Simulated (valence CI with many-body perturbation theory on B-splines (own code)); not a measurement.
Level structure of Au³⁰⁺

Method: configuration interaction combined with many-body perturbation theory (CI+MBPT): three valence electrons over a frozen Dirac-Fock core [Kr] 4d10, radial functions for each j: 7 s, 7 p, 7 d, 7 f, 4 g, 2 h, with the one-electron correlation potential Σ1 (screened to all orders), the two-electron term Σ2, the three-electron term Σ3, Breit, model QED; selected single and double excitations, second order for the rest, scaled by the run's own slope (own B-spline code, finite nucleus).

No measured spectrum was set against this ion. As an estimate, large intervals hold to a few tenths of a per cent, small ones and those within an open d or f shell to about a per cent. Excitations out of the core, of the other parity, are not computed and may begin above about 184 eV (a cautious bound); beyond it only levels of the ground parity were kept, without lifetimes.

Levels 1 to 45 of 113, with energies above the lowest level, (4f5/2^3) J=9/2. "Leading %" is the weight of the configuration and term that name the level; weights of strongly mixed levels are sums over their largest components and can fall short. In the jj column 3d3/2^4 stands for four electrons in 3d with j = 3/2. Lifetimes count E1, E2, E3, M1 and M2 decay at the calculated energies, and are blank where another channel may lead or the interval is too uncertain; long ones can be off by a factor of two.

```
No.  Configuration  Term     J  E (cm⁻¹)  Leading %  Second component  Lifetime             Leading jj
  1            4f³   ⁴I°   9/2         0         76      21 % 4f³ ²H°                   4f5/2^3 (89 %)
  2            4f³   ⁴I°  11/2     34427         93       7 % 4f³ ²H°    693 μs   4f5/2^2 4f7/2 (96 %)
  3            4f³   ⁴F°   3/2     41373         53      32 % 4f³ ²D°                   4f5/2^3 (87 %)
  4            4f³   ⁴I°  13/2     60013         82      16 % 4f³ ²K°   1.59 ms   4f5/2^2 4f7/2 (53 %)
  5            4f³   ²G°   9/2     60737         34      30 % 4f³ ²H°    696 μs   4f5/2^2 4f7/2 (87 %)
  6            4f³   ⁴G°   5/2     62190         38      37 % 4f³ ⁴F°   10.6 ms         4f5/2^3 (66 %)
  7            4f³   ⁴F°   5/2     73836         46      42 % 4f³ ⁴G°   1.93 ms   4f5/2^2 4f7/2 (83 %)
  8            4f³   ⁴S°   3/2     74062         52      25 % 4f³ ²P°   1.92 ms   4f5/2^2 4f7/2 (92 %)
  9            4f³   ²G°   7/2     75127         48      40 % 4f³ ⁴F°   3.97 ms   4f5/2^2 4f7/2 (95 %)
 10            4f³   ⁴I°  15/2     79862         61      32 % 4f³ ²K°   5.52 ms   4f5/2^2 4f7/2 (48 %)
 11            4f³   ⁴G°   7/2     89297         68      24 % 4f³ ⁴F°   1.31 ms   4f5/2^2 4f7/2 (87 %)
 12            4f³   ²K°  13/2     99943         77      18 % 4f³ ⁴I°    397 μs   4f5/2 4f7/2^2 (57 %)
 13            4f³   ⁴F°   9/2    101440         55      25 % 4f³ ²H°    815 μs   4f5/2 4f7/2^2 (73 %)
 14            4f³   ²H°  11/2    101560         55      27 % 4f³ ⁴G°   1.05 ms   4f5/2^2 4f7/2 (52 %)
 15            4f³   ⁴D°   3/2    106430         32      29 % 4f³ ²D°    852 μs   4f5/2^2 4f7/2 (60 %)
 16            4f³   ²P°   1/2    107080         53      47 % 4f³ ⁴D°    927 μs   4f5/2^2 4f7/2 (94 %)
 17            4f³   ⁴D°   5/2    111960         42      39 % 4f³ ²D°    868 μs   4f5/2^2 4f7/2 (84 %)
 18            4f³   ²G°   7/2    115480         49      34 % 4f³ ⁴F°    492 μs   4f5/2 4f7/2^2 (93 %)
 19            4f³   ⁴G°   9/2    115560         72      23 % 4f³ ²H°    529 μs   4f5/2 4f7/2^2 (74 %)
 20            4f³   ²L°  15/2    117200         52      31 % 4f³ ⁴I°    619 μs   4f5/2^2 4f7/2 (49 %)
 21            4f³   ²H°  11/2    124520         69      26 % 4f³ ²I°   1.05 ms   4f5/2^2 4f7/2 (49 %)
 22            4f³   ²D°   3/2    127740         39      24 % 4f³ ⁴D°    585 μs   4f5/2 4f7/2^2 (66 %)
 23            4f³   ²D°   5/2    135070         76      12 % 4f³ ⁴F°    550 μs   4f5/2 4f7/2^2 (90 %)
 24            4f³   ⁴G°  11/2    141980         55      36 % 4f³ ²I°    715 μs   4f5/2 4f7/2^2 (83 %)
 25            4f³   ²H°   9/2    143700         55      21 % 4f³ ²G°    493 μs   4f5/2 4f7/2^2 (54 %)
 26            4f³   ⁴D°   1/2    147020         53      47 % 4f³ ²P°    838 μs   4f5/2 4f7/2^2 (94 %)
 27            4f³   ⁴D°   7/2    152630         88       8 % 4f³ ²F°    959 μs   4f5/2 4f7/2^2 (66 %)
 28            4f³   ²I°  13/2    153310         93       7 % 4f³ ²K°    968 μs   4f5/2 4f7/2^2 (96 %)
 29            4f³   ²D°   3/2    156020         47      27 % 4f³ ⁴D°    291 μs   4f5/2 4f7/2^2 (81 %)
 30            4f³   ²L°  17/2    157960        100                     1.10 ms  4f5/2 4f7/2^2 (100 %)
 31            4f³   ²K°  15/2    160520         51      40 % 4f³ ²L°    321 μs         4f7/2^3 (61 %)
 32            4f³   ²G°   9/2    163470         44      35 % 4f³ ²H°    330 μs         4f7/2^3 (71 %)
 33            4f³   ²F°   5/2    168750         52      33 % 4f³ ⁴D°    204 μs   4f5/2 4f7/2^2 (92 %)
 34            4f³   ²D°   3/2    185050         53      28 % 4f³ ²P°    265 μs         4f7/2^3 (84 %)
 35            4f³   ²H°  11/2    188200         61      22 % 4f³ ²I°    277 μs         4f7/2^3 (77 %)
 36            4f³   ²F°   7/2    197930         82       8 % 4f³ ²G°    338 μs   4f5/2 4f7/2^2 (60 %)
 37            4f³   ²G°   9/2    206200         87      12 % 4f³ ²H°    534 μs   4f5/2 4f7/2^2 (78 %)
 38            4f³   ²D°   5/2    206520         60      24 % 4f³ ²F°    230 μs         4f7/2^3 (77 %)
 39            4f³   ²G°   7/2    207920         80      18 % 4f³ ²F°    731 μs   4f5/2^2 4f7/2 (48 %)
 40            4f³   ²F°   7/2    280290         84      12 % 4f³ ²G°    127 μs         4f7/2^3 (57 %)
 41            4f³   ²F°   5/2    286190         98                               4f5/2 4f7/2^2 (81 %)
 42          4f²5s    ⁴H   7/2   1460500         87     12 % 4f²5s ²G   2.79 μs      4f5/2^2 5s (97 %)
 43          4f²5s    ⁴H   9/2   1466700         48     36 % 4f²5s ²H   1.44 μs      4f5/2^2 5s (96 %)
 44          4f²5s    ⁴F   3/2   1483200         84     15 % 4f²5s ²D    948 ns      4f5/2^2 5s (89 %)
 45          4f²5p   ⁴I°   9/2   1868400         58    32 % 4f²5p ²H°             4f5/2^2 5p1/2 (98 %)
```

The ionisation energy to 4f² ³H4 of the next ion comes out as 1083.5 eV (NIST: 1100 ± 50 eV (theoretical)). All 113 levels together are meant to be complete up to 1487300 cm⁻¹.
